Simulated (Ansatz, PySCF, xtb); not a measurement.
Pair of molecules: N2 (SMILES N#N) (first 2 atoms) with C2H3N (SMILES CC#N); geometry from B3LYP-D3(BJ)/def2-TZVP.
(charge 0, multiplicity 1):
```xyz
8

N     -0.1495     0.1253    -0.2156
N      0.2196    -0.6151    -0.9260
C     -0.1066     1.2465     3.1925
C      0.7053     0.0595     2.9803
N      1.3450    -0.8790     2.8036
H      0.5138     2.0667     3.5544
H     -0.5756     1.5446     2.2548
H     -0.8846     1.0434     3.9288
```

Interaction energies are E(AB) − E(A) − E(B) at the monomers' geometry in the complex; basis-set methods are counterpoise corrected. Rows marked so take none.

Rows in 6-31G* carry no dispersion term and start afresh at each structure (6-31G* with six Cartesian d functions).

The values were computed with Ansatz (Gaussian orbitals); PySCF for 6-31G* rows, the dispersion terms; xtb for the GFN methods. Values without a source in brackets are computed.

Q: One of these levels gives -0.73 kcal/mol for the interaction energy. Name it.
A. GFN1-xTB
B. CAM-B3LYP-D4/def2-TZVPPD
C. M06-2X/6-31G* (no counterpoise)

A: A, GFN1-xTB. The others give -1.48 (M06-2X/6-31G* (no counterpoise)), -1.16 (CAM-B3LYP-D4/def2-TZVPPD)

Ansatz is a program for electronic structure.
